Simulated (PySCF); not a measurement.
Hexamethylenetetramine, C6H12N4.
InChI=1S/C6H12N4/c1-7-2-9-4-8(1)5-10(3-7)6-9/h1-6H2

Level: PBE0/pcSseg-1 in PySCF, non-relativistic, on one gas-phase PBE0-D3(BJ)/def2-SVP geometry that isn't relaxed in the solvent. The solvent is an IEF-PCM continuum (Bondi radii, 1.10 Å for H, scaled by 1.2). Only the electrostatic response of the medium enters.

| run | E − E(gas) (kJ/mol) | HOMO (eV) | HOMO–LUMO gap (eV) | dipole (D) |
| --- | --- | --- | --- | --- |
| gas | 0.00 | -6.39 | 7.56 | 0.00 |
| P | -33.80 | -6.44 | 7.92 | 0.00 |
| Q | -23.98 | -6.41 | 7.81 | 0.00 |

**Question.** The runs were made in chloroform and methanol. Which run belongs to which solvent?

**Answer.** P = methanol, Q = chloroform. The dielectric constants are 4.711 (chloroform), 32.61 (methanol), and the energy falls further as ε rises. In this model the ground state sees the solvent through ε alone.

**Question.** How constant is the ratio of the lowering to (ε − 1)/(2ε + 1)?

**Answer.** 
```
   solvent  (ε − 1)/(2ε + 1)  E − E(gas) (kJ/mol)  ratio (kJ/mol)  polarisation term (kJ/mol)
chloroform             0.356               -23.98           -67.3                      -25.30
  methanol             0.477               -33.80           -70.8                      -36.46
```

The ratio changes by +5.2 % in size from chloroform to methanol. The polarisation term is half the interaction of the solute with the induced surface charges.
